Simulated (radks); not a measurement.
Values are calculated unless marked as measured or tabulated.
Ionisation of neutral helium, [He], to He+, 1s1, under several functionals. Scalar-relativistic Kohn-Sham, spin-polarised, spherical densities, point nucleus; open shells are filled with parallel spins first; a radial shooting solver on a logarithmic mesh with Libxc functionals.

[
 {"functional": "XLYP", "E(He) (hartree)": "-2.91413", "Exc (hartree)": "-1.06996", "IE (eV)": "24.900", "-e(HOMO) (eV)": "15.999", "<r> HOMO (bohr)": "0.9454", "IE error (eV)": "+0.313"},
 {"functional": "LDA (Slater exchange, Perdew-Zunger correlation)", "E(He) (hartree)": "-2.83442", "Exc (hartree)": "-0.97249", "IE (eV)": "24.284", "-e(HOMO) (eV)": "15.517", "<r> HOMO (bohr)": "0.9595", "IE error (eV)": "-0.303"},
 {"functional": "PBEsol", "E(He) (hartree)": "-2.85786", "Exc (hartree)": "-1.00435", "IE (eV)": "24.169", "-e(HOMO) (eV)": "15.499", "<r> HOMO (bohr)": "0.9512", "IE error (eV)": "-0.419"},
 {"functional": "SOGGA", "E(He) (hartree)": "-2.84521", "Exc (hartree)": "-0.99069", "IE (eV)": "23.923", "-e(HOMO) (eV)": "15.351", "<r> HOMO (bohr)": "0.9526", "IE error (eV)": "-0.664"},
 {"functional": "HCTH/407", "E(He) (hartree)": "-2.92235", "Exc (hartree)": "-1.07872", "IE (eV)": "24.922", "-e(HOMO) (eV)": "16.063", "<r> HOMO (bohr)": "0.9427", "IE error (eV)": "+0.334"},
 {"functional": "exchange-only B88", "E(He) (hartree)": "-2.86352", "Exc (hartree)": "-1.01612", "IE (eV)": "23.627", "-e(HOMO) (eV)": "15.079", "<r> HOMO (bohr)": "0.9481", "IE error (eV)": "-0.960"},
 {"functional": "BLYP", "E(He) (hartree)": "-2.90721", "Exc (hartree)": "-1.06211", "IE (eV)": "24.816", "-e(HOMO) (eV)": "15.916", "<r> HOMO (bohr)": "0.9456", "IE error (eV)": "+0.228"},
 {"functional": "exchange-only PBE", "E(He) (hartree)": "-2.85218", "Exc (hartree)": "-1.00171", "IE (eV)": "23.520", "-e(HOMO) (eV)": "15.051", "<r> HOMO (bohr)": "0.9528", "IE error (eV)": "-1.067"},
 {"functional": "revPBE", "E(He) (hartree)": "-2.90810", "Exc (hartree)": "-1.06434", "IE (eV)": "24.629", "-e(HOMO) (eV)": "15.794", "<r> HOMO (bohr)": "0.9431", "IE error (eV)": "+0.042"}
]

NIST Atomic Spectra Database: 24.587 eV (measured). Closest: revPBE. The Delta-SCF values span 1.40 eV, the total energies 0.09 hartree. The highest occupied level is 1s.
